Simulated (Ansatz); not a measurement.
Cost and result for the atomization energy of `BC(F)([SiH3])[SiH3]` (13 atoms, 12 bonds).

Z-matrix (Å, degrees):
```
C
F 1 1.412
Si 1 1.912 2 107.4
B 1 1.518 2 115.4 3 122.1
Si 1 1.911 2 107.4 3 -115.6
H 3 1.484 1 110.0 2 67.6
H 3 1.484 1 108.1 2 -51.9
H 3 1.483 1 109.0 2 -171.7
H 4 1.197 1 117.7 2 -180.0
H 4 1.193 1 121.4 2 -0.0
H 5 1.484 1 108.2 2 52.3
H 5 1.484 1 109.9 2 -67.1
H 5 1.483 1 109.0 2 172.2
```

Total charge 0; spin multiplicity 1. Geometry: relaxed with PBE0-D4/def2-TZVP. Program: Ansatz. All runs use 4 threads of an Arm Neoverse V2 on a shared host. Times are those of one run each, without the atoms' runs, and a repeat can differ threefold. Electronic energies, without spin–orbit coupling; frozen cores. CCSD(T)/CBS adds CCSD(T) − MP2 in def2-TZVPP to the MP2 limit, and its time is that of the two runs behind it. T1 = 0.014. B3LYP takes the VWN-RPA correlation (the form of Gaussian; ORCA's B3LYP/G).

CCSD(T)/CBS is a level of theory with its own doubt, some kJ/mol a heavy atom from the limit and from the frozen cores, so smaller differences don't rank the functionals.

| level | functions | wall time | atomization (kcal/mol) | difference from CCSD(T)/CBS | per bond |
| --- | --- | --- | --- | --- | --- |
| PBE-D4/def2-TZVPP (with forces) | 289 | 2.8 s | 1018.3 | 5.5 | 0.5 |
| PBE0-D4/def2-TZVPP | 289 | 3.3 s | 1009.3 | -3.5 | -0.3 |
| r2SCAN-D4/def2-TZVPP (with forces) | 289 | 5 s | 1018.0 | 5.2 | 0.4 |
| B3LYP-D4/def2-TZVPP (with forces) | 289 | 6 s | 1016.2 | 3.4 | 0.3 |
| B2PLYP/def2-TZVPP | 289 | 6 s | 1001.9 | -10.9 | -0.9 |
| ωB97X-V/def2-TZVPP | 289 | 9 s | 1021.7 | 8.9 | 0.7 |
| ωB97M-V/def2-TZVPP (with forces) | 289 | 13 s | 1018.5 | 5.7 | 0.5 |
| MP2/def2-QZVPP | 551 | 25 s | 1008.3 | -4.5 | -0.4 |
| CCSD(T)/def2-TZVPP | 289 | 3.1 min | 988.6 | -24.2 | -2.0 |
| CCSD(T)/CBS(def2) | – | 3.6 min | 1012.8 | 0.0 | 0.0 |

In def2-TZVPP, CCSD(T) changes the Hartree–Fock value by +218.1 kcal/mol (the triples alone add +11.2 kcal/mol) and MP2 by +223.4 kcal/mol; breaking electron pairs costs correlation energy, which Hartree–Fock lacks. The D4 term adds +11.9 kcal/mol with B3LYP and +6.2 kcal/mol with PBE0; it sums over pairs of atoms, weighted by their polarisabilities, and B3LYP, whose exchange is more repulsive, gets the larger term. From PBE to PBE0 (25 % exact exchange), in def2-TZVPP and without D4, the atomization energy moves by −7.9 kcal/mol: exact exchange takes away binding that semilocal exchange gives to molecules.
